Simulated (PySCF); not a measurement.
C2H7NOSi2, SMILES [SiH2]1O[SiH2]N=C1C.

Geometry optimised at r2SCAN-D4/def2-SVP. The structure was generated by enumeration, and PubChem lists no compound with its InChIKey, so it may never have been made.

These are PBE/def2-TZVP (PySCF) values and carry that method's errors.

Isolated molecule, no solvent.

| Quantity | Result |
|---|---|
| total energy | -789.02193 hartree |
| point group | Cs |
| highest occupied level | -5.66 eV |
| lowest empty level | -2.16 eV |
| orbital gap | 3.50 eV |
| dipole moment | 1.58 D |
| quadrupole, principal values (traceless, Buckingham form, about the centre of nuclear charge) | -6.20, -0.02, 6.22 D·Å |
| mean static polarisability | 85.0 bohr³ (12.60 Å³) |
| polarisability, principal values | 66.8, 85.1, 103.1 bohr³ |
